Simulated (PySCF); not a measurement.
Species: CH₆ClFPSi₂ (doublet state).
Numbering: `[F:1][C@@H:2]([Cl:3])[SiH2:4][SiH:5][PH2:6]` (hydrogens: H7 on C2; H8, H9 on Si4; H10 on Si5; H11, H12 on P6)

Geometry (GFN2-xTB, Å), atoms numbered from 1 in this order:
```xyz
12
CH6ClFPSi2 angstrom
F      0.5612    0.7442   -1.8150
C      1.4293    0.6162   -0.7647
Cl     1.1585    1.9984    0.3311
Si     1.0943   -1.0360    0.1980
Si    -0.9799   -0.6239    1.1228
P     -2.5266    0.2713   -0.2341
H      2.4329    0.7357   -1.1780
H      2.1636   -1.0617    1.2021
H      1.4662   -2.0465   -0.8095
H     -1.6132   -1.8766    1.5990
H     -3.3124    0.8094    0.7753
H     -1.8725    1.4689   -0.4529
```

The hyperfine couplings belong to this conformer and change with its torsions.

Method: UKS B3LYP, pcH-1 on C Cl F H P Si, non-relativistic, mean-field spin-orbit, GIAO in PySCF. One conformer (not necessarily the lowest) at the GFN2-xTB geometry, without solvent, vibrations or thermal averaging. The geometry wasn't refined by DFT: couplings that depend on bond lengths, twists or pyramidal angles can differ widely from those at the functional's own minimum, by a factor of two or more for some ions and for spin on atoms past the first row. The SCF solution wasn't tested for stability.

**Question.** What is the g tensor, term by term?

**Answer.** 
```tsv
Δg (ppt)	1	2	3
relativistic mass correction	-0.14	-0.14	-0.14
gauge correction	0.02	0.04	0.05
orbital Zeeman/spin–orbit	0.12	3.25	6.22
total	0.00	3.15	6.13
```

So g = 2.00232, 2.00547, 2.00845 and g_iso = 2.00541; the tensor is rhombic: the two nearest values differ by 49 % of g3 − g1. Axes: g2 points within 6° of the Si5–P6 bond.

**Question.** At 34.135 GHz, how far is the centre of the isotropic spectrum from where a free electron (g = 2.002319) resonates?

**Answer.** B = hν/(g μB) with μB/h = 13.99624 MHz/mT gives 1218.02 mT for the free electron and 1216.14 mT at g_iso, 1.88 mT lower.

**Question.** What effective moment and Curie constant follow for a powder?

**Answer.** With the mean of g² = 4.0217 and S(S+1) = 0.75: μ_eff = √(⟨g²⟩S(S+1)) = 1.737 μB and χT = 0.12505·⟨g²⟩·S(S+1) = 0.377 cm³ K/mol (cgs; spin-Hamiltonian part alone).

**Question.** How much does each term add to the isotropic shift?

**Answer.** The orbital-Zeeman/spin–orbit term 3.19, the mass correction -0.14 and the gauge correction 0.04 ppt, for a total of 3.09 ppt. The orbital-Zeeman/spin–orbit term is the largest in size. The mass correction is the same along every axis, so the anisotropy comes from the other two: their spans along these axes are 0.03 (gauge) and 6.10 ppt (orbital Zeeman/spin–orbit).

**Question.** In a frozen sample, at which fields do the three g values resonate at 9.5, 34, 94 and 263 GHz (hyperfine left aside), and which band first spreads them over more than twice a line width of 0.5 mT?

**Answer.** 
| band | GHz | B(g3) mT | B(g2) mT | B(g1) mT | spread mT |
| --- | --- | --- | --- | --- | --- |
| X | 9.5 | 337.95 | 338.45 | 338.98 | 1.04 |
| Q | 34.0 | 1209.50 | 1211.30 | 1213.21 | 3.70 |
| W | 94.0 | 3343.92 | 3348.88 | 3354.16 | 10.24 |
| J | 263.0 | 9355.85 | 9369.74 | 9384.51 | 28.65 |

The spread grows in proportion to the frequency. X band is the first where it exceeds 1.0 mT.

Largest spin populations (Mulliken): Si5 (+0.82) and P6 (+0.10). No atom but Si5 exceeds +0.15. The angles at Si5 add up to 331.6°, so it is pyramidal.

The HOMO–LUMO gaps are 4.74 eV among the α and 4.29 eV among the β orbitals.

Hardware: one thread of an Intel Xeon at 2.50 GHz (shared host). Cost: 2.5 min (grids of density and orbitals included), 0.85 GiB resident at most.
